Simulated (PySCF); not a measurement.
BH, SMILES [BH] (connectivity only; charge and spin as stated), neutral, multiplicity 1. Geometry optimised at r2SCAN-D4/def2-TZVPD.

All values below come from r2SCAN-D4/def2-TZVPD run with PySCF.

Harmonic wavenumbers (cm⁻¹): 2301. Rotational constants (GHz): 355.1 (linear); symmetry number 1.

Problem. Work out the zero-point energy and the ideal-gas rigid-rotor harmonic-oscillator thermochemistry at 298.15 K and 1 atm.

Solution. ZPE = ½ Σ hcν = ½ × 2301 cm⁻¹ = 13.76 kJ/mol. H − E(el) = 22.44 kJ/mol. Entropy in J/(mol K): translation 139.55, rotation 32.11, vibration 0.00, total 171.66. G − E(el) = -28.74 kJ/mol. Cp = 29.12 J/(mol K).
